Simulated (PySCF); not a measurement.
C5H6O3.
Geometry (PBE0-D3(BJ)/def2-SVP, Å), atoms numbered from 1 in this order:
```xyz
14
C5H6O3 angstrom
C      3.851    0.200    0.520
C      2.605    0.394    0.095
O      1.528    0.104    0.865
C      0.295    0.328    0.358
C     -0.768    0.051    1.124
O     -2.097    0.204    0.809
C     -2.530    0.644   -0.374
O     -1.853    0.968   -1.306
H      4.053   -0.204    1.514
H      4.686    0.447   -0.134
H      2.370    0.796   -0.898
H      0.226    0.725   -0.656
H     -0.648   -0.346    2.132
H     -3.638    0.664   -0.353
```

The closed-shell ground state was solved at several levels (PySCF, density fitting, gas phase, non-relativistic).

```
         level  basis functions  total energy (Eh)  HOMO (eV)  LUMO (eV)  gap (eV)  dipole (D)
 PBE0/pcSseg-1              166          -419.2343      -6.37      -0.63      5.74        0.52
B97-2/pcSseg-1              166          -419.5549      -6.13      -0.70      5.43        0.51
   B3LYP/pcJ-1              276          -419.7636      -6.15      -0.88      5.27        0.51
```

(1) Estimate the row for wB97X-D/def2-SVPD, a basis of 217 functions; the other rows only guide the guess.

(2) Over all these levels, which gives the widest orbital gap and which the narrowest?

(3) How far do the dipole and the HOMO energy spread over the levels?

Answers

(1) Total energy -419.3178 Eh, HOMO -8.22 eV, LUMO 1.10 eV, gap 9.32 eV, dipole 0.68 D.

(2) wB97X-D/def2-SVPD (range-separated hybrid) has the widest, 9.32 eV, and B3LYP/pcJ-1 (global hybrid, 20 % exact exchange) the narrowest, 5.27 eV. Functional and basis both differ between the two, so the spread mixes both effects.

(3) The dipole runs from 0.51 to 0.68 D (mean 0.56 D) and the HOMO from -8.22 to -6.13 eV.

One conformer stands for the species.

The pairwise dispersion term of wB97X-D wasn't added to the energies; at a given geometry it leaves orbitals and properties as they are.
